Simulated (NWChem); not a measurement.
System: CHClFNOSi; SMILES Cl[Si@@H](OC#N)F

Here is an NWChem input.

```
start job
memory heap 200 mb stack 900 mb global 1100 mb
geometry units angstroms noautoz
  N      0.266704    -3.275040    -0.112462
  C      0.370825    -2.135201     0.078150
  O      0.517917    -0.880952     0.305119
  Si    -0.360846     0.395406    -0.368878
  F     -1.766700     0.456419     0.395614
  Cl     0.717376     2.052857     0.036466
  H     -0.573971     0.153438    -1.802658
end
basis spherical
  N library 6-311g**
  C library 6-311g**
  O library 6-311g**
  Si library 6-311g**
  F library 6-311g**
  Cl library 6-311g**
  H library 6-311g**
end
dft
  xc pbe0
  iterations 150
  mulliken
end
task dft energy
```

The geometry was optimised at PBE0/def2-SVP.

What results follow from this input? (PBE0/6-311G** (spherical d).) Quantities: basis functions; energy (Ha); highest occupied level (eV); orbital gap (eV); dipole (D).


| Quantity | Value |
|---|---|
| number of basis functions | 130 |
| energy (Ha) | -1017.86 |
| highest occupied level (eV) | -9.17 |
| orbital gap (eV) | 8.90 |
| dipole (D) | 3.63 |
